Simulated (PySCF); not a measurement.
H10NSi3, charge +1.

```xyz
14

Si    -0.0943     1.7930    -0.0738
N      0.0000     0.0000     0.4731
Si     1.5999    -0.8148    -0.0738
Si    -1.5056    -0.9781    -0.0738
H      1.2905     2.3064     0.0632
H     -0.5567     1.6960    -1.4795
H     -1.0724     2.4215     0.8442
H      0.0000     0.0000     1.5029
H      2.6333    -0.2820     0.8442
H      1.7471    -0.3659    -1.4795
H      1.3521    -2.2708     0.0632
H     -1.5609    -2.1394     0.8442
H     -2.6426    -0.0356     0.0632
H     -1.1905    -1.3301    -1.4795
```
Charge +1, spin multiplicity 1.

Coordinates come from a PBE0-D3(BJ)/def2-SVP optimisation. The isomer is the one that the SMILES or the coordinates give; other isomers of the formula were not compared.

Calculation: PBE0/pcSseg-1 (PySCF). Non-relativistic, no solvent.

Computed absolute GIAO shielding of each atom: isotropic value and principal components (ppm):
```tsv
atom	σ(iso)	σ11	σ22	σ33	span
Si1	370.0	332.8	352.3	424.9	92.0
N2	259.4	248.4	248.4	281.4	33.0
Si3	370.0	332.9	352.3	424.9	92.0
Si4	370.0	332.9	352.3	424.9	92.0
H5	26.3	22.4	25.1	31.3	9.0
H6	26.4	23.0	25.3	31.0	7.9
H7	26.2	22.5	24.4	31.7	9.2
H8	30.2	24.1	24.1	42.3	18.2
H9	26.2	22.5	24.4	31.7	9.2
H10	26.4	23.0	25.3	31.0	7.9
H11	26.3	22.4	25.1	31.3	9.0
H12	26.2	22.5	24.4	31.7	9.2
H13	26.3	22.4	25.1	31.3	9.0
H14	26.4	23.0	25.3	31.0	7.9
```
